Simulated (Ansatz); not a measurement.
Start from `C[SiH2]C[AsH2]` and change one atom or group to get `C[SiH2][CH2][AlH][SH]`.

Ansatz, PBE0-D4/def2-TZVP geometries, multiplicity 1. Each molecule was computed in one conformer, which needn't be the lowest.

Scalar relativity is left out up to krypton.

```csv
property,`C[SiH2]C[AsH2]`
size of the dipole moment (PBE/def2-TZVPP) / D,0.59
HOMO–LUMO gap (ωB97M-V/def2-TZVPP) / eV,11.35
HOMO energy (B3LYP/def2-TZVPP) / eV,-7.08
HOMO energy (PBE0/def2-TZVPP) / eV,-7.26
HOMO–LUMO gap (B3LYP/def2-TZVPP) / eV,7.10
LUMO energy (PBE0/def2-TZVPP) / eV,0.27
```

Task: Give the same properties after the change, and the shifts. (An estimate is asked.)

Result: Computed: 
| property | `C[SiH2][CH2][AlH][SH]` | shift |
| --- | --- | --- |
| size of the dipole moment (PBE/def2-TZVPP) / D | 1.49 | 0.90 |
| HOMO–LUMO gap (ωB97M-V/def2-TZVPP) / eV | 10.44 | -0.91 |
| HOMO energy (B3LYP/def2-TZVPP) / eV | -7.42 | -0.34 |
| HOMO energy (PBE0/def2-TZVPP) / eV | -7.68 | -0.42 |
| HOMO–LUMO gap (B3LYP/def2-TZVPP) / eV | 6.19 | -0.91 |
| LUMO energy (PBE0/def2-TZVPP) / eV | -1.04 | -1.31 |

With PBE0 the HOMO falls by 0.42 eV and the LUMO falls by 1.31 eV, so the gap narrows by about 0.89 eV. PBE moves the HOMO by -0.34 eV and ωB97M-V by -0.43 eV. Dipoles are sizes alone; their direction can turn.

B3LYP here is the variant with VWN-RPA as its local correlation; programs differ in this.
